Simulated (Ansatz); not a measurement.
C2H6AlF, SMILES [F][Al]([CH3])[CH3] (connectivity only; charge and spin as stated), charge +1, multiplicity 2.

The structure is a stationary point at PBE0-D3(BJ)/def2-SVP. The spin state was assumed, not searched. The isomer is the one that the SMILES or the coordinates give; other isomers of the formula were not compared.

Two levels are set side by side: PBE/def2-SVPD (Ansatz, a quantum-chemistry and plane-wave program) and PBE0/def2-SVPD (Ansatz). Energy differences of separate SCF runs at the same geometry; the states with an electron removed or added have multiplicity 1 and 1. Differences are taken from unrounded values.

| quantity | PBE0 | PBE | PBE minus PBE0 |
|---|---|---|---|
| vertical ionisation energy (eV) | 16.79 | 16.36 | -0.43 |
| vertical electron affinity (eV) | 8.93 | 8.78 | -0.16 |
